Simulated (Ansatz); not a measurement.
Gas-phase electronic energies from Ansatz, PBE0-D4/def2-TZVP geometries. CBS: MP2 limit from def2 TZ/QZ plus the TZ coupled-cluster correction, frozen cores. Functionals use def2-TZVPP. Each species was taken in one conformer, which may not be the lowest.

`N=[C](O)[AlH2]` + `COB(C)O` → `CO[B](C)[AlH2]` + `N=C(O)O`  (formal exchange of groups at the Al–C bond)

`N=[C](O)[AlH2]`:

```xyz
8

N    -0.769   -0.740    1.167
C    -0.532   -0.162    0.060
O    -1.549   -0.009   -0.814
Al    1.243    0.541   -0.488
H     0.066   -0.799    1.743
H    -2.336   -0.401   -0.400
H     2.368    0.316    0.605
H     1.508    1.254   -1.873
```

`COB(C)O`:

```xyz
12

C    -0.409   -1.487    0.712
O     0.750   -0.713    0.507
B     0.710    0.491   -0.142
C    -0.604    1.142   -0.700
O     1.900    1.140   -0.292
H    -0.781   -1.902   -0.230
H    -1.209   -0.903    1.176
H    -0.148   -2.311    1.376
H    -1.308    1.362    0.110
H    -0.396    2.073   -1.227
H    -1.128    0.468   -1.384
H     2.625    0.640    0.095
```

`CO[B](C)[AlH2]`:

```xyz
13

C     0.924    0.104   -1.851
O     1.086    0.325   -0.474
B     0.125    0.099    0.454
C     0.523    0.411    1.943
Al   -1.851   -0.647   -0.034
H    -0.081   -0.274   -2.086
H     1.661   -0.627   -2.191
H     1.079    1.041   -2.390
H     0.438   -0.492    2.560
H    -0.169    1.136    2.389
H     1.541    0.799    2.039
H    -2.201   -2.206   -0.010
H    -3.075    0.331   -0.351
```

`N=C(O)O`:

Cartesian coordinates in Å:
```
N 0.322 -1.087 -0.028
C 0.004 0.132 -0.122
O 0.191 0.820 -1.246
O -0.543 0.956 0.784
H 0.125 -1.487 0.882
H 0.584 0.198 -1.871
H -0.683 0.469 1.600
```

```json
{"level": "r2SCAN", "ΔE (eV)": "2.00"}
{"level": "CCSD(T)/def2-TZVPP", "ΔE (eV)": "2.10"}
{"level": "MP2/def2-QZVPP", "ΔE (eV)": "2.21"}
{"level": "MP2/CBS(def2)", "ΔE (eV)": "2.22"}
```

Q: What does CCSD(T)/CBS give? (Estimate.)

A: Ansatz gave: +2.14 eV. The listed levels differ from it by -0.14, -0.04, 0.07, 0.08 eV.

Largest T1 diagnostic among the species: 0.015.
